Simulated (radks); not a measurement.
Question: These are the eigenvalues of the occupied orbitals of an atom or ion with whole-number occupations (hartree). Method: Dirac Kohn-Sham, LDA (Slater exchange, Perdew-Wang correlation), spin-unpolarised, spherical densities, finite nucleus; Fermi nuclear charge, rms radius of each element as measured or else 0.836 A^(1/3) + 0.57 fm; computed with a radial shooting solver on a logarithmic mesh with Libxc functionals.

| orbital | eigenvalue |
|---|---|
| 1s1/2 | -3229.926 |
| 2s1/2 | -578.5732 |
| 2p1/2 | -556.1195 |
| 2p3/2 | -475.7493 |
| 3s1/2 | -140.0240 |
| 3p1/2 | -129.8023 |
| 3p3/2 | -111.8749 |
| 3d3/2 | -94.90439 |
| 3d5/2 | -91.08558 |
| 4s1/2 | -32.85330 |
| 4p1/2 | -28.41863 |
| 4p3/2 | -24.02053 |
| 4d3/2 | -16.75427 |
| 4d5/2 | -15.93309 |
| 5s1/2 | -6.81103 |
| 4f5/2 | -6.51536 |
| 4f7/2 | -6.33021 |
| 5p1/2 | -5.28825 |
| 5p3/2 | -4.45555 |
| 5d3/2 | -2.33544 |
| 5d5/2 | -2.23456 |

Which element is it, and in what charge state? The configuration may be excited. Open shells, if any, are shared by 2j + 1.

Answer: Z = 82, lead, charge +4: Pb4+ in [Xe] 4f14 5d10. The list shows which subshells hold electrons but not how many an open one holds; the 1s level, -3229.9 hartree, gives Z - s = 80.4 by -(Z - s)^2/2, which with screening and relativity narrows Z to a few neighbours, and the depths of the outer levels then fix element, charge and occupations together.
